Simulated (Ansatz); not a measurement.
`B[SiH](F)Cl` + `N=C=O` → `O=C=N[SiH](F)Cl` + BH₃ at 298.15 K and 1 bar (cleavage of the Si–B bond).

Program: Ansatz. Geometries: PBE0-D4/def2-TZVP. ΔE: electronic, gas phase. CCSD(T)/CBS is the MP2 limit (def2-TZVPP, def2-QZVPP) plus CCSD(T) − MP2 in def2-TZVPP, frozen cores. This one scheme is used for every species. One conformer a species, not always the lowest.

```json
{"species": "`B[SiH](F)Cl`", "CCSD(T)/CBS energy (Eh)": "-875.32432", "H − E (kJ/mol)": "106.0", "S (J/(mol·K))": "323.0"}
{"species": "`N=C=O`", "CCSD(T)/CBS energy (Eh)": "-168.51995", "H − E (kJ/mol)": "67.5", "S (J/(mol·K))": "238.3"}
{"species": "`O=C=N[SiH](F)Cl`", "CCSD(T)/CBS energy (Eh)": "-1017.33874", "H − E (kJ/mol)": "93.7", "S (J/(mol·K))": "363.2"}
{"species": "BH₃", "CCSD(T)/CBS energy (Eh)": "-26.55200", "H − E (kJ/mol)": "78.7", "S (J/(mol·K))": "188.3"}
```

H − E and S are ideal-gas, rigid-rotor, harmonic terms from PBE0-D4/def2-TZVP, for one conformer and one mirror image of each species. 1 Eh = 2625.50 kJ/mol, R = 8.31446 J/(mol·K).

Question: By hand: ΔE, ΔH, ΔS and ΔG.

Answer: ΔE = (-1017.33874) + (-26.55200) − (-875.32432) − (-168.51995) = -0.04647 Eh = -122.0 kJ/mol. Δ(H − E) = 93.7 + 78.7 − 106.0 − 67.5 = -1.1, so ΔH = -123.1 kJ/mol. ΔS = 363.2 + 188.3 − 323.0 − 238.3 = -9.8 J/(mol·K). ΔG = -123.1 − 298.15 × (-9.8)/1000 = -120.2 kJ/mol.

Question: By hand: the equilibrium constant, and the temperature at which ΔG would vanish if ΔH and ΔS stayed fixed.

Answer: log₁₀ K = −ΔG/(RT ln 10) = 21.1. ΔG = 0 at ΔH/ΔS = 12561 K, far beyond where these terms or the molecules hold.

The number of gas molecules stays the same, so ΔS is small and ΔH decides. A doubt of 5 kJ/mol in ΔE shifts log₁₀ K by 0.9 here. Other conformers and mirror images would add mixing entropy, several J/(mol·K) or more a flexible species. Modes under 60 cm⁻¹, often nearly free rotors, make the harmonic entropy too high. These are equilibria of isolated gas molecules and say nothing of rates. Largest T1 diagnostic: 0.018 (customary marks: 0.02 for closed shells, 0.045 for open ones).
